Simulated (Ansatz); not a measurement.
Ansatz (an electronic-structure program) input (B2GP-PLYP/def2-TZVPD):

Ansatz 0.2 input:
```yaml
crystal:
  periodic: [false, false, false]
  atoms:
    - {symbol: Hg, position_ang: [-0.00000000, -0.00000000, -1.13030743]}
    - {symbol: I, position_ang: [0.00000000, 0.00000000, 1.70612442]}
basis:
  gaussian:
    orbitals: def2-TZVPD
hamiltonian:
  xc: {name: B2GP-PLYP}
magnetization: {spin_polarized: true, initial_magnetization: 1}
correlation: {electrons: outside_noble_gas}
```

End of the output:

```
integrals: 0.08 GiB planned
916 factors; integrals over basis functions are off by at most 2.8e-4 eV
mean field: 0.60 GiB planned
mean field evaluation 1: about -12255.0194 eV, gradient 9.0e0 eV
mean field evaluation 2: about -12255.0764 eV, gradient 9.1e0 eV
mean field evaluation 4: about -12255.8019 eV, gradient 1.2e0 eV
mean field evaluation 8: about -12255.8264 eV, gradient 7.3e-2 eV
mean field evaluation 16: about -12255.8265 eV, gradient 8.0e-4 eV
mean field -12255.82651941 eV, -450.3933172908 hartree, gradient 8.1e-6 eV, S^2 0.770934; 2 other end points of the search recorded, 0 dependent functions left out
13 core orbitals not correlated
reference -12255.82661287 eV, -450.3933207255 hartree; 10, 9 occupied and 82, 83 virtual orbitals, 916 factors
second order -14.19125283 eV of doubles, -0.00000000 eV of singles
Total energy: -12260.93546389 eV, -450.5810675375 hartree
```

The spin state was set by rule; other spins were not relaxed.
